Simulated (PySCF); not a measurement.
C$_{2}$H$_{5}$Zn, doublet, at a GFN2-xTB geometry (such geometries of metal compounds can be far from the true shape) (the spin is typed, not shown lowest); DF-M062X/def2-SV(P) (PySCF).

Here is a job for PySCF.
```python
from pyscf import gto, scf, dft

mol = gto.M(
    atom='''
Zn    0.44032735    0.70016093    0.50050119
C    -0.02634732   -1.21256902   -0.53898933
C    -1.41647195   -1.15377456   -1.13236481
H     0.05574648   -2.01250868    0.19634804
H     0.72754669   -1.35642125   -1.31249709
H    -1.50226420   -0.34818435   -1.86207090
H    -2.17096995   -1.00124970   -0.36017584
H    -1.66296377   -2.08840244   -1.64851511
''',
    basis='def2-sv(p)',
    spin=1,
    verbose=4,
)

mf = dft.UKS(mol)
mf.xc = 'm062x'
mf = mf.density_fit(auxbasis='def2-universal-jkfit')
mf.kernel()
```

Output, abridged:

```
PySCF version 2.14.0

[INPUT] verbose = 4
[INPUT] num. atoms = 8
[INPUT] num. electrons = 47
[INPUT] charge = 0
[INPUT] spin (= nelec alpha-beta = 2S) = 1
[INPUT] symmetry False subgroup None
[INPUT] Mole.unit = angstrom
[INPUT] Symbol           X                Y                Z      unit          X                Y                Z       unit  Magmom
[INPUT]  1 Zn     0.440327350000   0.700160930000   0.500501190000 AA    0.832098096656   1.323112400821   0.945810174119 Bohr   0.0
[INPUT]  2 C     -0.026347320000  -1.212569020000  -0.538989330000 AA   -0.049789218916  -2.291423354932  -1.018542217763 Bohr   0.0
[INPUT]  3 C     -1.416471950000  -1.153774560000  -1.132364810000 AA   -2.676744048629  -2.180317927891  -2.139859363995 Bohr   0.0
[INPUT]  4 H      0.055746480000  -2.012508680000   0.196348040000 AA    0.105345579609  -3.803090228510   0.371044020695 Bohr   0.0
[INPUT]  5 H      0.727546690000  -1.356421250000  -1.312497090000 AA    1.374863986934  -2.563264672040  -2.480260039389 Bohr   0.0
[INPUT]  6 H     -1.502264200000  -0.348184350000  -1.862070900000 AA   -2.838867904739  -0.657973062360  -3.518804025522 Bohr   0.0
[INPUT]  7 H     -2.170969950000  -1.001249700000  -0.360175840000 AA   -4.102538630161  -1.892087715303  -0.680633694285 Bohr   0.0
[INPUT]  8 H     -1.662963770000  -2.088402440000  -1.648515110000 AA   -3.142546080374  -3.946508649473  -3.115242070107 Bohr   0.0

nuclear repulsion = 135.683743501089
number of shells = 32
number of NR pGTOs = 134
number of NR cGTOs = 62
basis = def2-sv(p)
ecp = {}

******** <class 'pyscf.df.df_jk.DFUKS'> ********
method = DFUKS
initial guess = minao
damping factor = 0
level_shift factor = 0
DIIS = <class 'pyscf.scf.diis.CDIIS'>
diis_start_cycle = 1
diis_space = 8
diis_damp = 0
SCF conv_tol = 1e-09
SCF conv_tol_grad = None
SCF max_cycles = 50
direct_scf = False
number electrons alpha = 24  beta = 23
XC library pyscf.dft.libxc version 7.1.2
    S. Lehtola, C. Steigemann, M. J. T. Oliveira, and M. A. L. Marques,  SoftwareX 7, 1–5 (2018)
XC functionals = m062x
    Y. Zhao and D. G. Truhlar,  Theor. Chem. Acc. 120, 215 (2008)
    Y. Zhao and D. G. Truhlar,  Theor. Chem. Acc. 120, 215 (2008)
radial grids:
    Treutler-Ahlrichs [JCP 102, 346 (1995); DOI:10.1063/1.469408] (M4) radial grids

becke partition: Becke, JCP 88, 2547 (1988); DOI:10.1063/1.454033
pruning grids: <function nwchem_prune>
grids dens level: 3
symmetrized grids: False
atomic radii adjust function: <function treutler_atomic_radii_adjust>
small_rho_cutoff = 0
Set gradient conv threshold to 3.16228e-05
tot grids = 97920
******** <class 'pyscf.df.df.DF'> ********
auxbasis = def2-universal-jkfit
init E= -1857.85502916485

cycle= 1 E= -1858.14444141657  delta_E= -0.289  |g|= 0.198  |ddm|= 1.88
cycle= 2 E= -1858.14739118001  delta_E= -0.00295  |g|= 0.216  |ddm|= 0.542
cycle= 3 E= -1858.17444738628  delta_E= -0.0271  |g|= 0.0204  |ddm|= 0.231
cycle= 4 E= -1858.17499581262  delta_E= -0.000548  |g|= 0.0115  |ddm|= 0.0756
cycle= 5 E= -1858.17509494983  delta_E= -9.91e-05  |g|= 0.00389  |ddm|= 0.023
cycle= 6 E= -1858.17511364417  delta_E= -1.87e-05  |g|= 0.00142  |ddm|= 0.0136
cycle= 7 E= -1858.17511615907  delta_E= -2.51e-06  |g|= 0.000624  |ddm|= 0.00451
cycle= 8 E= -1858.17511679142  delta_E= -6.32e-07  |g|= 0.000245  |ddm|= 0.00253
cycle= 9 E= -1858.1751169153  delta_E= -1.24e-07  |g|= 7.74e-05  |ddm|= 0.00117
cycle= 10 E= -1858.1751169297  delta_E= -1.44e-08  |g|= 2.13e-05  |ddm|= 0.000385
cycle= 11 E= -1858.17511693074  delta_E= -1.05e-09  |g|= 6.52e-06  |ddm|= 9.14e-05
cycle= 12 E= -1858.17511693082  delta_E= -7.78e-11  |g|= 2.03e-06  |ddm|= 2.7e-05
Extra cycle  E= -1858.17511693083  delta_E= -8.19e-12  |g|= 1.71e-06  |ddm|= 4.45e-06
converged SCF energy = -1858.17511693083  <S^2> = 0.76066257  2S+1 = 2.0106343
```
